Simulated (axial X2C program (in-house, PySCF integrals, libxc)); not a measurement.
## Nuclear properties of RuS⁻

Calculated with an axial X2C code built on PySCF integrals: two-component X2C with atomic mean-field Coulomb and Gaunt terms, Gaussian nuclei, basis Ru dyall-acv3z, S dyall-av3z with contracted cores.

R = 2.109 Å (near the PBE0 minimum at charge -1 of the determinant lowest at the starting distance; the state shown can have its own minimum elsewhere).

Determinant lowest in the PBE0 search, Ω = 7/2 (⟨Sz⟩ = 1.49, ⟨Lz⟩ = 2.01 at PBE0), spin on the atoms Ru 1.28, S 0.22:

| level | Eeff magnitude (GV/cm) | Ws magnitude Ru (kHz) | A∥/gI Ru (MHz) | qzz Ru (a.u.) | A∥/gI S (MHz) | qzz S (a.u.) |
| --- | --- | --- | --- | --- | --- | --- |
| PBE0 | 1.43 | 0.124 | 220 | 1.25 | -19.5 | 0.59 |
| HF | 8.25 | 1.05 | 168 | 0.62 | -23.2 | 0.30 |
| TPSSh | 0.349 | 0.0286 | 247 | 1.12 | -16.5 | 0.52 |
| PBE50 | 1.86 | 0.181 | 194 | 1.14 | -16.7 | 0.76 |
| r2SCAN | 0.13 | 0.101 | 273 | 1.14 | -12.6 | 0.58 |

Eeff is the effective electric field on the electron electric dipole moment in this Ω state and Ws the scalar–pseudoscalar constant of the nucleus named (defined with the proton number Z and per Ω); A∥ (defined per Ω) follows by multiplying with gI = μI/(I μN); qzz is the electric field gradient, eQq0 = 234.96 MHz × Q/barn × qzz. The operators were transformed with the bare-nucleus X2C matrices; with these basis sets, hyperfine constants and field gradients can be off by tens of per cent, and where levels differ in sign neither size nor sign is settled.

Question: With gI(101Ru) = -0.2880, gI(33S) = 0.4292 (g factors from the IAEA table of nuclear moments by Stone), turn the PBE0 values of the first state into constants in MHz.

Answer: A∥(101Ru) = 220 × -0.2880 = -63.4 MHz; A∥(33S) = -19.5 × 0.4292 = -8.37 MHz.

Each state is one determinant with collinear spin, which with several unpaired electrons need not be a pure state. Unrestricted Hartree–Fock can overshoot spin polarisation at the nuclei. In the state Ω = 7/2 the sign of Eeff differs between levels (r2SCAN against PBE0). For an anion, determinants above electron detachment, or with a positive highest level, are held by the basis set. With several open shells hyperfine constants can be off by a factor of several. Where Eeff spreads by more than a factor of two the levels disagree and none is to be relied on. States lie within half an eV, so the first need not be the ground state. The sign of Ws at Ru differs between levels in the first state. Further determinants of the search, some of them spin-mixed, are not shown. Where a field gradient or hyperfine factor spreads by more than a factor of two over the levels, a constant derived from it is not to be relied on.
